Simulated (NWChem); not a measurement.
System: SiPH5O; SMILES O[SiH2]P

NWChem input:

```
start job
memory heap 200 mb stack 900 mb global 1100 mb
geometry units angstroms noautosym nocenter noautoz
  Si    -0.505657     0.645000     0.010615
  O      0.718743     1.776797     0.103509
  P      0.092331    -1.546551     0.039537
  H     -1.341671     0.892721     1.208404
  H     -1.324190     0.814640    -1.225424
  H      1.365607     1.776176    -0.615908
  H      1.104381    -1.417631     1.033220
  H      1.005715    -1.471998    -1.053077
end
basis spherical
  * library 6-31g*
end
dft
  xc xpbe96 cpbe96
  iterations 150
end
cosmo
  do_cosmo_smd true
  solvent methanol
end
task dft energy
```

The geometry was optimised at B3LYP/6-31G* (spherical d). Solvent: methanol.

Level: PBE/6-31G* with SMD (1 M gas to 1 M solution), gas-phase geometry. Reactions with the solvent are ignored.

Q: Give the results of this calculation. (PBE/6-31G* (spherical d), SMD on the gas-phase geometry.) Quantities: solvation free energy (kcal/mol); cavity-dispersion-structure term (kcal/mol); dipole in solution (D).

A: 
| Item | Result |
|---|---|
| solvation free energy (kcal/mol) | -5.8 |
| cavity-dispersion-structure term (kcal/mol) | 1.2 |
| dipole in solution (D) | 2.53 |
